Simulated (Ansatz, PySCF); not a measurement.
C4H9AlClF (SMILES CCC[CH2][Al]([F])[Cl]), singlet, at a GFN2-xTB geometry (such geometries of metal compounds can be far from the true shape), atoms displaced at random by about 0.08 Å a coordinate. Base run: PySCF with PBE0/STO-3G, gradient.

Here is a job for PySCF.
```python
from pyscf import gto, scf, dft

mol = gto.Mole()
mol.atom = '''
    Al    0.77091600    0.47064647    1.08109082
    Cl    0.07505898   -0.60491252    2.49717995
    F     2.09515529    1.47655636    1.33194747
    C     0.10858429    0.58014689   -0.98333170
    C    -1.00562189   -0.46511508   -1.19153359
    C    -1.64524978   -0.34005458   -2.46294423
    C    -0.65777738   -0.71519369   -3.67608155
    H    -0.08441710    1.66144969   -1.09573268
    H     0.83150338    0.51618741   -1.56640930
    H    -0.67904810   -1.38579368   -0.94922551
    H    -1.77362402   -0.30538146   -0.25392604
    H    -2.48224766   -0.92434157   -2.49337961
    H    -2.02823182    0.65507432   -2.65330376
    H    -0.16067660   -1.63974256   -3.47121902
    H     0.11904113   -0.09531313   -3.74504307
    H    -1.26005898   -0.69042342   -4.54878381
'''
mol.basis = 'sto-3g'
mol.verbose = 3
mol.build()

mf = dft.RKS(mol)
mf.xc = 'pbe0'
mf.kernel()
g = mf.nuc_grad_method()
grad = g.kernel()
```

Programs used: Ansatz (a program for electronic structure), PySCF; a row that names a program was run with it.

The coordinate followed is y of atom 10.

Variants of this job, named by their change:

```json
[
 {"change": "base", "dE/dx (Eh/bohr)": "0.089971", "net force (Eh/bohr)": "0.000208"},
 {"change": "grid_response = on", "dE/dx (Eh/bohr)": "0.089973", "net force (Eh/bohr)": "0.000000"},
 {"change": "finite difference step (bohr) = 1e-5; conv_tol = 1e-11", "dE/dx (Eh/bohr)": "0.089973", "net force (Eh/bohr)": "-"},
 {"change": "finite difference step (bohr) = 1e-3; conv_tol = 1e-11", "dE/dx (Eh/bohr)": "0.089973", "net force (Eh/bohr)": "-"},
 {"change": "density fitting = on; auxbasis_response = off", "dE/dx (Eh/bohr)": "0.090003", "net force (Eh/bohr)": "0.001638"},
 {"change": "grids.level = 5; grid_response = on", "dE/dx (Eh/bohr)": "0.089972", "net force (Eh/bohr)": "0.000000"},
 {"change": "conv_tol = 1e-4", "dE/dx (Eh/bohr)": "0.090001", "net force (Eh/bohr)": "0.000208"},
 {"change": "finite difference step (bohr) = 0.2; conv_tol = 1e-11", "dE/dx (Eh/bohr)": "0.098550", "net force (Eh/bohr)": "-"},
 {"change": "grids.level = 0; grid_response = on", "dE/dx (Eh/bohr)": "0.089987", "net force (Eh/bohr)": "0.000000"},
 {"change": "finite difference step (bohr) = 0.05; conv_tol = 1e-11", "dE/dx (Eh/bohr)": "0.090506", "net force (Eh/bohr)": "-"},
 {"change": "code = ansatz", "dE/dx (Eh/bohr)": "0.089969", "net force (Eh/bohr)": "0.000000"},
 {"change": "grids.level = 1; grid_response = off", "dE/dx (Eh/bohr)": "0.089959", "net force (Eh/bohr)": "0.001781"}
]
```

The net force is zero for an exact gradient.
